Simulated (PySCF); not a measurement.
BiF3, SMILES [F][Bi]([F])[F].

Coordinates come from a B3LYP-D3(BJ)/def2-SVP optimisation. The isomer is the one that the SMILES or the coordinates give; other isomers of the formula were not compared. The def2 effective core potentials stand for the cores of Bi; spin–orbit coupling is left out.

The numbers are results of TDA-PBE/def2-SVPD (PySCF), not measurements.

Vertical excitations; the highest root listed may be one member of a degenerate set. The molecule is in vacuum. State labels are in the subgroup Cs.

| state | symmetry | energy (eV) | λ (nm) | f | main pairs |
|---|---|---|---|---|---|
| S1 | A" | 6.32 | 196 | 0.021 | HOMO→LUMO, HOMO−1→LUMO+1 (degenerate set) |
| S2 | A' | 6.32 | 196 | 0.021 | HOMO→LUMO+1, HOMO−1→LUMO (degenerate set) |
| S3 | A" | 6.43 | 193 | 0.000 | HOMO−2→LUMO 49 %, HOMO−3→LUMO+1 48 % |
| S4 | A' | 6.46 | 192 | 0.009 | HOMO−1→LUMO, HOMO−2→LUMO+1, HOMO−3→LUMO, HOMO−2→LUMO+2 (degenerate set) |
| S5 | A" | 6.46 | 192 | 0.009 | HOMO−1→LUMO+1, HOMO−3→LUMO+1, HOMO−2→LUMO, HOMO−3→LUMO+2 (degenerate set) |
| S6 | A' | 6.49 | 191 | 0.004 | HOMO−2→LUMO+1, HOMO−3→LUMO, HOMO−1→LUMO (degenerate set) |
| S7 | A" | 6.50 | 191 | 0.004 | HOMO−3→LUMO+1, HOMO−2→LUMO, HOMO−1→LUMO+1 (degenerate set) |
| S8 | A' | 6.54 | 190 | 0.009 | HOMO→LUMO+2 40 %, HOMO−3→LUMO 28 %, HOMO−2→LUMO+1 28 % |
| S9 | A' | 6.67 | 186 | 0.049 | HOMO→LUMO+2 40 %, HOMO−2→LUMO+1 20 %, HOMO−3→LUMO 20 %, HOMO−4→LUMO+1 7 % |
| S10 | A" | 6.70 | 185 | 0.000 | HOMO−1→LUMO+2 48 %, HOMO−5→LUMO+1 26 %, HOMO−4→LUMO 26 % |
| T1 | A" | 5.60 | 221 | 0 | HOMO→LUMO (degenerate set) |
| T2 | A' | 5.60 | 221 | 0 | HOMO→LUMO+1 (degenerate set) |
| T3 | A' | 5.97 | 208 | 0 | HOMO→LUMO+2 96 % |
| T4 | A" | 6.14 | 202 | 0 | HOMO−1→LUMO+1 97 % |
Triplets are in the Tamm–Dancoff approximation.
